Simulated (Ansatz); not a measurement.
Input file for Ansatz (a program for electronic structure): R-B97M-V/def2-TZVPP on C3H4O (SMILES [CH2+]C([CH2-])=O).

Ansatz 0.2 input:
```yaml
crystal:
  periodic: [false, false, false]
  atoms:
    - {symbol: C, position_ang: [-0.00000000, 0.64117519, -0.00000000]}
    - {symbol: O, position_ang: [0.00000000, 1.87578668, -0.00000000]}
    - {symbol: C, position_ang: [1.15773968, -0.20567876, -0.00000000]}
    - {symbol: C, position_ang: [-1.15773968, -0.20567876, -0.00000000]}
    - {symbol: H, position_ang: [2.15077563, 0.22988588, 0.00000000]}
    - {symbol: H, position_ang: [1.07429199, -1.28268805, -0.00000000]}
    - {symbol: H, position_ang: [-2.15077563, 0.22988588, 0.00000000]}
    - {symbol: H, position_ang: [-1.07429199, -1.28268805, 0.00000000]}
basis:
  gaussian:
    orbitals: def2-TZVPP
hamiltonian:
  xc: {name: B97M-V}
scf: {lower_state_search: off}
```

Question: Predict the final total energy.

Answer: -191.8771 hartree.

Question: How many basis functions does it have, and what does it roughly cost on one machine?

Answer: 180 functions; very roughly 6 core-seconds.
